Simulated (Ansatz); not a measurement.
Ideal-gas functions of BrH3InNO (`[NH2][In]([OH])[Br]`) at 298.15 K and 1 bar, from an Ansatz frequency run at PBE0-D4/def2-TZVP.

Molar mass 227.75 g/mol, point group C1 (symmetry number 1), electronic degeneracy 1, moments of inertia 106.044, 397.85, 503.207 u Å². Harmonic wavenumbers (cm⁻¹, unscaled): 88, 112, 127, 247, 263, 313, 452, 605, 638, 801, 843, 1551, 3561, 3665, 3887.

Use S(trans) = R[1.5 ln M + 2.5 ln T − 1.1517]; rotational temperatures θ = 24.2544 K / I; S(rot) = R[ln(√π/σ · √(T³/θAθBθC)) + 1.5]; for each mode x = 1.438777 ν̃/T, S = R[x/(eˣ − 1) − ln(1 − e⁻ˣ)] and H = RT x/(eˣ − 1); 1 cm⁻¹ = 0.0119627 kJ/mol; R = 8.31446 J/(mol·K).

Task: By hand: the entropy, in J/(mol·K).

Result: Translation 176.6. Rotation: θ = 0.2287, 0.061, 0.0482 K, giving 118.7. Vibration, mode by mode: 15.50, 13.53, 12.51, 7.33, 6.87, 5.63, 3.30, 1.85, 1.63, 0.86, 0.73, 0.04, 0.00, 0.00, 0.00, in all 69.8. Electronic 0.0. Sum 365.1 J/(mol·K).

Task: By hand: H − E and G − E in kJ/mol, counted from the electronic energy.

Result: Zero-point energy ½ × 17153 × 0.0119627 = 102.6; thermal vibration 11.1; translation, rotation and pV give 4 RT = 9.9. H − E = 123.6 kJ/mol, and G − E = 123.6 − 298.15 × 365.1/1000 = 14.7 kJ/mol.

Vibration gives 19 % of the entropy, 41.5 J/(mol·K) of it from the modes under 150 cm⁻¹: soft modes count most, and the harmonic formula is weakest for them. The sum counts one conformer and one mirror image; others add a mixing term.
